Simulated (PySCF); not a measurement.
CH₃Mg, SMILES [CH3][Mg], multiplicity 2.

Coordinates come from a r2SCAN-D4/def2-TZVP optimisation. The multiplicity is an assumed one; other spin states were not compared. The isomer is the one that the SMILES or the coordinates give; other isomers of the formula were not compared.

Method: PySCF with TDA-PBE/def2-TZVPD.

Vertical excitations; the highest root listed may be one member of a degenerate set. The molecule is in vacuum.

```
state    energy (eV)  λ (nm)      f                                                      main pairs
-------  -----------  ------  -----  --------------------------------------------------------------
root 1          2.51     494  0.111                                    α HOMO→LUMO (degenerate set)
root 2          2.51     494  0.111                                  α HOMO→LUMO+1 (degenerate set)
root 3          3.32     373  0.003                            α HOMO→LUMO+2 53 %, β HOMO→LUMO 45 %
root 4          3.97     312  0.438                            α HOMO→LUMO+2 45 %, β HOMO→LUMO 44 %
root 5          4.72     263  0.001    α HOMO−1→LUMO, α HOMO→LUMO+5, β HOMO→LUMO+1 (degenerate set)
root 6          4.72     263  0.001  α HOMO−1→LUMO+1, α HOMO→LUMO+4, β HOMO→LUMO+2 (degenerate set)
root 7          4.80     258  0.003                                              α HOMO→LUMO+3 94 %
root 8          4.85     256  0.024                   α HOMO→LUMO+5, α HOMO−1→LUMO (degenerate set)
root 9          4.85     256  0.024                 α HOMO→LUMO+4, α HOMO−1→LUMO+1 (degenerate set)
root 10         5.34     232  0.042                                              α HOMO→LUMO+6 91 %
```
Unrestricted roots are not spin-pure.
